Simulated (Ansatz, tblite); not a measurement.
Isomers of Zn₃SeF₄ (singlet), found by a short tight-binding search and relaxed with r2SCAN-D4/def2-SVP in Ansatz.

The xTB rows come from tblite. Correlated methods freeze 40 core orbitals; core or outer-core shells of Se are correlated, in sets that lack core-valence functions.

Other spin states weren't relaxed.

A:

```tsv
atom	x (Å)	y (Å)	z (Å)
Zn1	1.4192	1.2936	0.3514
Zn2	-1.9033	-0.4185	-0.1148
Zn3	0.6795	-1.3815	0.2310
Se4	-0.3662	0.2723	1.6102
F5	-0.7875	-1.9645	-0.7728
F6	2.2349	2.7835	-0.0753
F7	-3.4587	-0.1507	-0.8738
F8	2.1821	-0.4343	-0.3560
```

B:

```csv
atom,x (Å),y (Å),z (Å)
Zn1,-0.9820,1.0452,1.0722
Zn2,-0.7677,-1.8006,-0.8616
Zn3,1.7459,0.3460,0.0663
Se4,0.1144,-1.1463,1.1240
F5,-1.4419,-2.3241,-2.3670
F6,-2.5579,1.7551,1.3612
F7,3.2671,0.2552,-0.7989
F8,0.6221,1.8695,0.4037
```

Task: Estimate their order by electronic energy at ωB97X-V/def2-TZVP, counted from the lowest.

Result: A (0.00) < B (0.14), in eV.

Task: Do the other levels pick the same lowest one?

Result: All that were run do. Energies above each level's lowest (eV):

```json
{"level": "GFN1-xTB", "A": "0.00", "B": "0.16"}
{"level": "GFN2-xTB", "A": "0.00", "B": "0.40"}
{"level": "HF/def2-TZVP", "A": "0.00", "B": "0.18"}
{"level": "PBE-D4/def2-TZVP", "A": "0.00", "B": "0.06"}
{"level": "revPBE-D4/def2-TZVP", "A": "0.00", "B": "0.03"}
{"level": "r2SCAN-D4/def2-TZVP", "A": "0.00", "B": "0.17"}
{"level": "PBE0-D4/def2-TZVP", "A": "0.00", "B": "0.13"}
{"level": "ωB97X-V/def2-TZVP", "A": "0.00", "B": "0.14"}
{"level": "MP2/def2-TZVP", "A": "0.00", "B": "0.10"}
```
Point groups (tolerance 0.1 Å): A Cs, B not assigned. Lower isomers may exist.
